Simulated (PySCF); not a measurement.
Compound: C₄H₁₂O₂Si.
SMILES with atom numbers: `[CH3:1][O:2][Si:3]([CH3:4])([CH3:5])[O:6][CH3:7]` (hydrogens: H8, H9, H10 on C1; H11, H12, H13 on C4; H14, H15, H16 on C5; H17, H18, H19 on C7)

Level: wB97X-D/def2-SVPD in PySCF, non-relativistic, on one gas-phase PBE0-D3(BJ)/def2-SVP geometry that isn't relaxed in the solvent. The solvent is an IEF-PCM continuum (van der Waals radii × 1.2), and excitations are vertical TDDFT with non-equilibrium linear response and a frozen core. Specific hydrogen bonds and non-electrostatic terms are outside this model.

Gas-phase singlets (H = HOMO, L = LUMO):

```tsv
state	E (eV)	λ (nm)	f	leading configuration
S1	7.595	163	0.010	H→L 83%
S2	7.926	156	0.002	H-1→L 60%
S3	8.379	148	0.003	H-2→L 59%
S4	8.457	147	0.044	H-3→L 27%
S5	8.557	145	0.007	H→L+1 36%
```

**Question.** What are the lowest 5 singlets in chloroform (ε = 4.711)?

**Answer.** 
```json
{"state": "S1", "E (eV)": "7.648", "λ (nm)": "162", "f": "0.018", "leading configuration": "H→L 83%", "change by rank (eV)": "+0.053"}
{"state": "S2", "E (eV)": "7.957", "λ (nm)": "156", "f": "0.002", "leading configuration": "H-1→L 64%", "change by rank (eV)": "+0.031"}
{"state": "S3", "E (eV)": "8.414", "λ (nm)": "147", "f": "0.004", "leading configuration": "H-2→L 62%", "change by rank (eV)": "+0.035"}
{"state": "S4", "E (eV)": "8.479", "λ (nm)": "146", "f": "0.048", "leading configuration": "H-3→L 31%", "change by rank (eV)": "+0.022"}
{"state": "S5", "E (eV)": "8.578", "λ (nm)": "145", "f": "0.006", "leading configuration": "H→L+1 33%", "change by rank (eV)": "+0.021"}
```

**Question.** What are the lowest 5 singlets in methanol (ε = 32.61)?

**Answer.** 
```
state  E (eV)  λ (nm)      f  leading configuration  change by rank (eV)
   S1   7.668     162  0.019                H→L 83%               +0.073
   S2   7.966     156  0.002              H-1→L 66%               +0.040
   S3   8.430     147  0.004              H-2→L 60%               +0.051
   S4   8.490     146  0.040              H-3→L 33%               +0.033
   S5   8.592     144  0.002              H→L+1 33%               +0.035
```

**Question.** The ground-state energy changes by -0.180 eV from gas to methanol. By how much does the total energy of gas-phase S1 change?

**Answer.** E(S1) = E(S0) + excitation energy, so it changes by -0.180 + 0.073 = -0.107 eV: it is lowered less than the ground state, which is what a blue shift means. This is the vertical state, with the slow part of the continuum still set for S0.

**Question.** How do the frontier levels move from gas to methanol?

**Answer.** 
| orbital | gas (eV) | solvent (eV) | change (eV) |
| --- | --- | --- | --- |
| LUMO+2 | 2.93 | 3.01 | +0.08 |
| LUMO+1 | 2.78 | 2.90 | +0.12 |
| LUMO | 2.05 | 2.14 | +0.09 |
| HOMO | -9.58 | -9.57 | +0.01 |
| HOMO-1 | -9.94 | -10.04 | -0.10 |
| HOMO-2 | -10.49 | -10.53 | -0.04 |
| HOMO-3 | -10.56 | -10.69 | -0.13 |

The HOMO–LUMO gap goes from 11.63 to 11.71 eV. Rows go by rank; for HOMO-3, HOMO-2, LUMO+1 and LUMO+2 the atom shares or the degeneracy differ between the runs, so the row needn't follow one orbital.

Rough CPU time on one thread of a shared machine: about 2 min. This is the whole response run at wB97X-D/def2-SVPD in methanol, SCF included.

The values belong to the conformer `[CH3:1][O:2][Si:3]([CH3:4])([CH3:5])[O:6][CH3:7]`: C1–O2–Si3–C4 172°, O2–Si3–O6–C7 -175°.

wB97X-D is run here without its empirical dispersion term; that term would change no orbital, density or response property at a fixed geometry.
